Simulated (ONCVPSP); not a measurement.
Configuration tests for tellurium (ONCV)

Te, optimised norm-conserving Vanderbilt (ONCV), made with ONCVPSP 4.0.1 (PBEsol, scalar-relativistic). Core [Kr] 4d10, reference 5s1 5p5. Waves: 5s: rc 1.90 bohr, ncon 4, nbas 8, qcut 3.3 1/bohr, 2 projectors, debl 3.9 Ha; 5p: rc 1.85 bohr, ncon 5, nbas 8, qcut 3.7 1/bohr, 2 projectors, debl 1.6 Ha. Local part: polynomial inside 1.20 bohr (lpopt 4, dvloc0 3 Ha). Core correction: Teter function, fcfact 3.5, rcfact 1.3.

Energies are relative to the spin-unpolarised reference configuration 5s1 5p5; without spin polarisation the order of configurations can differ from experiment.

```tsv
valence configuration	charge	ΔE all-electron (eV)	error AE − PS (meV)
5s2 5p4	0	-9.286	-5.5
5s2 5p2	+2	18.437	-25
```

(1) What are ΔE and the potential's error for 5s2 5p3?

(2) What are ΔE and the potential's error for 5s1 5p4?

Levels in the configuration 5s1 5p4:

```csv
level,all-electron (eV),pseudo (eV)
5s,-24.289,-24.305
5p,-14.333,-14.344
```

Note: no bound ghost flagged; GHOST(+) flagged for s at 73.5 eV.

Results:

(1) ΔE = 0.468 eV all-electron; the error (AE − PS) is -6.4 meV.

(2) ΔE = 10.341 eV all-electron; the error (AE − PS) is -6.3 meV.
